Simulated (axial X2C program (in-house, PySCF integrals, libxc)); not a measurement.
## TeH at several levels of theory

Computed with an axial X2C code built on PySCF integrals. Spin-free means the one-electron spin-free X2C Hamiltonian; two-component (2c) means X2C with spin–orbit coupling and atomic mean-field two-electron Coulomb and Gaunt terms, so the difference of the two also holds small scalar two-electron terms. Basis: Te dyall-cv3z [11s12p8d4f1g], H dyall-v3z [6s2p1d] (cores contracted in-house); Gaussian nuclei, density fitting, unrestricted open shells. Masses: Te 129.906 u, H 1.008 u.

Input file and command:
```json
{"zs": [52, 1], "q": 0, "bas": ["dyall-cv3z", "dyall-v3z"], "levels": ["PBE0", "HF", "B97-3"], "cc": true, "r0": 1.68, "thr": -1.0, "nmax": 90, "npts": 10, "nst": 2, "ntry": 6}
```
```bash
python so2c.py task.json out
```

Keys: zs atomic numbers; q charge; bas basis sets; levels methods; cc coupled cluster on or off; r0 starting distance in Å; thr threshold in hartree for freezing inner shells (an s shell follows its p shell); nmax most natural virtual spinors; npts points on the curve; nst determinants followed; ntry starts of the search. HF also brings MP2.

State, spin-free: M_S = 1/2, Λ = 1 (beyond evenly filled blocks: π+α, π+β, π-α); electrons by block: σα: 11, σβ: 11, π+α: 6, π+β: 6, π-α: 6, π-β: 5, δ+α: 2, δ+β: 2, δ-α: 2, δ-β: 2. Fragments: Te + H.

State, 2c: Ω = 3/2 (⟨Sz⟩ = 0.50, ⟨Lz⟩ = 1.00 at PBE0); electrons by block: 1/2: 17, -1/2: 17, 3/2: 8, -3/2: 7, 5/2: 2, -5/2: 2. Fragments: Te + H.

```tsv
Hamiltonian	level	Re (Å)	ωe (cm⁻¹)	ωexe (cm⁻¹)	Be (cm⁻¹)	αe (cm⁻¹)	De (eV)	D0 (eV)	μ (D)
spin-free	PBE0	1.659	2150.6	31.1	6.123	0.147	2.88	2.74	0.18
spin-free	HF	1.647	2253.2	29.1	6.218	0.139	1.77	1.63	0.24
spin-free	MP2	1.652	2208.7	n/a	6.173	0.15	2.72	2.59	n/a
spin-free	CCSD	1.661	2144.0	35.4	6.108	0.158	2.84	2.71	n/a
spin-free	CCSD(T)	1.664	2128.0	36.3	6.09	0.16	2.88	2.75	n/a
spin-free	B97-3	1.661	2143.9	31.3	6.11	0.148	2.89	2.76	0.14
2c	PBE0	1.663	2129.6	31.7	6.097	0.15	2.86	2.73	0.14
2c	HF	1.650	2233.8	29.8	6.194	0.141	n/a	n/a	0.20
2c	MP2	1.655	2191.0	n/a	6.152	0.151	2.66	2.52	n/a
2c	CCSD	1.664	2125.4	35.9	6.085	0.159	2.77	2.64	n/a
2c	CCSD(T)	1.667	2109.6	36.8	6.067	0.162	2.81	2.68	n/a
2c	B97-3	1.665	2122.4	31.9	6.083	0.15	2.83	2.70	0.10
```

Correlated methods: 7 electrons correlated (number of frozen shells: Te 4 s, 3 p, 2 d; H none), 179 virtual spin orbitals or spinors in MP2, 80 natural virtuals in coupled cluster.

Dipoles are positive if H is the positive end.

Occupations by symmetry block were frozen at the best pattern of an incomplete PBE0 search. Dissociation energies refer to the lowest single-determinant-based atoms at the same level and basis. De is not given where an atomic determinant may have missed its ground term or J level, or where the truncated virtual space spoils (T). Density functionals use the spin component along the axis (collinear). Coupled cluster ran in a truncated set of natural virtual spinors; the MP2 energy of the rest was added. (T) has no such correction and the atoms are truncated less, which lowers De at CCSD(T) by a hundredth of an eV or more. Without a current term, density functionals place determinants with orbital angular momentum somewhat too high. With the outer-core shells frozen, correlated bond lengths of heavy atoms tend to come out a few hundredths of an ångström too long.

Rough cost a point (2c) on 1 thread(s) of a shared host, integrals apart: PBE0 0.3 s, HF 0.22 s, CCSD(T) 1.6 s, B97-3 0.4 s.

The whole task took 54 s on 1 thread of Intel(R) Xeon(R) Platinum 8488C (Sapphire Rapids), on a shared host.
